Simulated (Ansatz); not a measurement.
C$_{2}$H$_{8}$AlClSi, SMILES `C[SiH2][AlH][CH2]Cl`. The species carries charge 0 and has multiplicity 1.

```csv
atom,x (Å),y (Å),z (Å)
C1,0.6066,-0.9691,-1.6500
Si2,0.5171,-1.4594,0.1684
Al3,-0.3427,0.3618,1.5594
C4,-1.1884,1.8653,0.6080
Cl5,0.5681,2.4475,0.6228
H6,-0.3863,-0.7238,-2.0343
H7,1.2443,-0.0920,-1.7817
H8,1.0129,-1.7815,-2.2563
H9,1.8730,-1.8855,0.6294
H10,-0.3531,-2.6691,0.3006
H11,-0.3201,0.4673,3.1421
H12,-1.7585,2.6291,1.1313
H13,-1.4731,1.8094,-0.4397
```

(1) List the harmonic frequencies (cm⁻¹, unscaled) at PBE0-D4/def2-TZVP in Ansatz. (Estimate.)

(2) Is this a minimum?

(3) Give the ideal-gas thermochemistry at 298.15 K and 1 bar (rigid rotor, harmonic oscillator; point group C1, symmetry number 1).

(4) And at 400, 500, 600, 800 and 1000 K?

(5) Rotational constants (cm⁻¹)?

Answers

(1) Computed: 35, 60, 104, 159, 179, 217, 364, 377, 471, 539, 577, 605, 658, 668, 696, 710, 878, 888, 932, 1052, 1096, 1272, 1418, 1454, 1454, 1919, 2172, 2182, 3051, 3121, 3135, 3138, 3204.

(2) Yes, all 33 modes are real.

(3) Zero-point energy 232.0 kJ/mol; H(298) − E = 258.6 kJ/mol; entropy 399.4 J/(mol·K), of which translation 168.8, rotation 119.3, vibration 111.3; G(298) − E = 139.5 kJ/mol. Modes under 100 cm⁻¹ are hindered rotations or soft bends, so the harmonic entropy is rough.

(4) 
```json
{"T (K)": "400", "H − E (kJ/mol)": "274.0", "S (J/mol/K)": "443.8", "G − E (kJ/mol)": "96.5"}
{"T (K)": "500", "H − E (kJ/mol)": "291.5", "S (J/mol/K)": "482.8", "G − E (kJ/mol)": "50.1"}
{"T (K)": "600", "H − E (kJ/mol)": "310.8", "S (J/mol/K)": "517.8", "G − E (kJ/mol)": "0.1"}
{"T (K)": "800", "H − E (kJ/mol)": "353.5", "S (J/mol/K)": "579.1", "G − E (kJ/mol)": "-109.8"}
{"T (K)": "1000", "H − E (kJ/mol)": "400.3", "S (J/mol/K)": "631.3", "G − E (kJ/mol)": "-230.9"}
```

(5) 0.12, 0.04346, 0.03734.
